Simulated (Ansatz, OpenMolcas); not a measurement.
**AlI (iodoaluminum): the vertical ionisation energy from total energies**

AlI has 2 atoms, charge 0, and is taken as a singlet. As SMILES, `[Al][I]`. The bond length is the measured one.

```xyz
2

Al    0.0000    0.0000    0.0000
I     0.0000    0.0000    2.5371
```

Both states at this one shape; open shells run unrestricted unless said. 1 Eh = 27.2114 eV.

```tsv
level	program	singlet AlI (Eh)	doublet AlI+ (Eh)	HOMO of the first (eV)
HF/def2-TZVPPD (core potential)	Ansatz	-538.638401	-538.347685	-8.64
M06-L/def2-TZVPPD (core potential)	OpenMolcas	-540.340740	-540.028099	-5.81
wB97M-V/def2-SVPD (core potential)	Ansatz	-540.068877	-539.741551	-8.65
```

Problem. Work out the vertical ionisation energy at each level.

Solution. 
1. HF/def2-TZVPPD (core potential): -538.347685 − (-538.638401) = 0.290716 Eh = 7.91 eV; −ε(HOMO) = 8.64 eV.
2. M06-L/def2-TZVPPD (core potential): -540.028099 − (-540.340740) = 0.312641 Eh = 8.51 eV; −ε(HOMO) = 5.81 eV.
3. wB97M-V/def2-SVPD (core potential): -539.741551 − (-540.068877) = 0.327326 Eh = 8.91 eV; −ε(HOMO) = 8.65 eV.

No measured value is set beside it here; the levels span 7.91 to 8.91 eV. In Hartree–Fock, −ε(HOMO) (Koopmans) exceeds the difference of totals by the orbital relaxation of the ion. In semi-local functionals −ε(HOMO) lies far under the ionisation energy, a result of self-interaction, while the difference of totals does much better. Hartree–Fock favours the state with fewer electron pairs, since it lacks pair correlation. Spin-orbit coupling, which splits open shells on such heavy atoms by tenths of an eV, is left out.
